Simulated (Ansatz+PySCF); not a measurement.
singlet H₆: levels of theory in one basis

```xyz
6

H     0.0000    0.0000    0.0000
H     0.0000    0.0000    1.0000
H     0.0000    0.0000    2.0000
H     0.0000    0.0000    3.0000
H     0.0000    0.0000    4.0000
H     0.0000    0.0000    5.0000
```

Basis set: cc-pVDZ (spherical functions). All electrons are correlated. Charge 0, multiplicity 1.

Computed with Ansatz (development build ahead of 0.2.0); each method stands on the lowest determinant of its kind that the runs found. NEVPT2 correlates all electrons. Active spaces start from the frontier orbitals, and the lowest solution found is given.

```
                            method  E − E(RHF) (eV)  <S²> of the determinant
                               RHF             0.00                     0.00
                               UHF            -0.01                     0.12
                           RHF-MP2            -2.79                        –
                           UHF-MP2            -2.66                     0.12
                          RHF-CCSD            -3.63                        –
                          UHF-CCSD            -3.62                     0.12
                       RHF-CCSD(T)            -3.69                        –
                       UHF-CCSD(T)            -3.69                     0.12
full CI (lowest root of this spin)            -3.71                        –
                       CASSCF(6,6)            -2.21                        –
                    SC-NEVPT2(6,6)            -3.29                        –
                    SC-NEVPT2(2,2)            -2.77                        –
```

What does CASSCF(2,2) give on the same scale?

-0.61 eV.

At such a shape the full CI root can have another spatial symmetry than the determinants, so the rows needn't describe one state.

Is a single determinant a sound starting point here?

Only with care. Unrestricted orbitals gain 0.01 eV and <S²> is 0.12 against 0.00 for a pure state, so spin symmetry breaks but gains little energy; restricted orbitals can still serve. The CASSCF(6,6) natural occupations are 1.97, 1.95, 1.90, 0.11, 0.04, 0.02. The CASSCF(2,2) natural occupations are 1.95, 0.05.

Caution for UHF, UHF-MP2, UHF-CCSD, UHF-CCSD(T): the unrestricted determinant is spin contaminated; the determinant breaks the point group. Caution for RHF-MP2, UHF-MP2, RHF-CCSD, UHF-CCSD, RHF-CCSD(T), UHF-CCSD(T): bonds are stretched, where a single reference can fail. Caution for UHF-MP2: another reference gives a lower total.
